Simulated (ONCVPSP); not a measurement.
## What one change does to a pseudopotential (Pd (Z = 46), ONCV)

- Element: palladium (Pd)
- Generator: ONCVPSP 4.0.1
- Type: optimised norm-conserving Vanderbilt (ONCV)
- Functional: PBEsol
- Relativity: non-relativistic
- Frozen core: [Ar] 3d10
- Valence charge: 18
- Reference configuration: 4s2 4p6 4d10
- Partial waves: 4s: rc 1.10 bohr, ncon 4, nbas 8, qcut 5.4 1/bohr, 2 projectors, debl 1.5 Ha; 4p: rc 1.70 bohr, ncon 4, nbas 8, qcut 8.1 1/bohr, 1 projector; 4d: rc 1.10 bohr, ncon 4, nbas 9, qcut 9.6 1/bohr, local
- Local potential: the d channel
- Core correction: Teter function, fcfact 2, rcfact 1.65

In the s channel the program set the typed energies aside and used -2.884, 0.250 Ha.

Change: s: qcut 3.5.

Cutoffs: the cutoffs (Ha) at which the residual kinetic energy of the hardest occupied pseudo-wave falls to 1 and 0.1 mHa per electron; they do not see the model core or the augmentation charge, which bear on the density cutoff. Errors are all-electron minus pseudo energies relative to the spin-unpolarised reference configuration.

Task: Predict the effect on cutoff, ghosts and configuration errors.

Result: The potential gets harder (141 Ha and 170 Ha → 148 Ha and 198 Ha); of the 3 tests that both files solve, the error grows in 1 and shrinks in 0 by more than 15 % and 0.3 meV (median size 0.3 → 0.4 meV); neither file shows a bound ghost.

| quantity | base | changed |
| --- | --- | --- |
| cutoff, loose | 141 Ha | 148 Ha |
| cutoff, tight | 170 Ha | 198 Ha |
| loose cutoff by channel | s 141 Ha, p 18 Ha, d 33 Ha | s 148 Ha, p 18 Ha, d 33 Ha |
| bound ghosts | none | none |
| GHOST(+) flags under 300 eV | none | none |
| tests with a reliable result | 3 of 4 | 3 of 4 |
| error for 4s2 4p6 4d9, meV [ΔE 9.26 eV] | +0.3 | +0.3 |
| error for 4s2 4p6 4d8, meV [ΔE 30.36 eV] | +3.2 | +3.0 |
| error for 4s2 4p6 4d9 5s1, meV [ΔE 2.20 eV] | -0.1 | -0.4 |
| s: phases at 1.12 bohr within 0.05 rad from the reference energy up to (Ha; the scan ends near 5) | to the end of the scan | to the end of the scan |
| p: phases at 1.73 bohr within 0.05 rad from the reference energy up to (Ha; the scan ends near 5) | 0.6 | 0.6 |
| d: phases at 1.12 bohr within 0.05 rad from the reference energy up to (Ha; the scan ends near 5) | to the end of the scan | to the end of the scan |
| rms error of d²Exc/dni dnj with the model core, mHa | 1.21 | 1.29 |
